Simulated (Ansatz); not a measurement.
Correlation energies of C$_{3}$H$_{5}$F$_{3}$Sn (`C=C[CH2][Sn]([F])([F])[F]`) by basis set

```xyz
12

C    -0.585   -2.064    0.028
C     0.014   -1.048    0.635
C     0.895   -0.068   -0.051
Sn   -0.092    1.811   -0.272
F     1.051    3.282   -0.656
F    -1.388    1.851   -1.660
F    -1.043    2.347    1.284
H    -1.217   -2.750    0.578
H    -0.464   -2.246   -1.035
H    -0.141   -0.893    1.700
H     1.166   -0.379   -1.061
H     1.804    0.157    0.511
```

Charge 0, multiplicity 1. Correlated methods include outer-core shells of Sn, which these sets cover unevenly. Sn: def2 effective core potential. The geometry is a stationary point of PBE0-D4/def2-TZVP. It is one conformer, not always the lowest. Frozen core, restricted reference, Ansatz.

| basis | HF (Eh) | MP2 corr. |
| --- | --- | --- |
| def2-SVP | -627.90419 | -1.07498 |
| def2-TZVPP | -628.44178 | -1.56388 |
| def2-QZVPP | -628.46573 | -1.88374 |

Task: Estimate the CCSD correlation energy and the (T) correction in each basis where they were run (hartree).

Result: 
```
   basis  CCSD corr.       (T)
def2-SVP    -1.11386  -0.02760
```
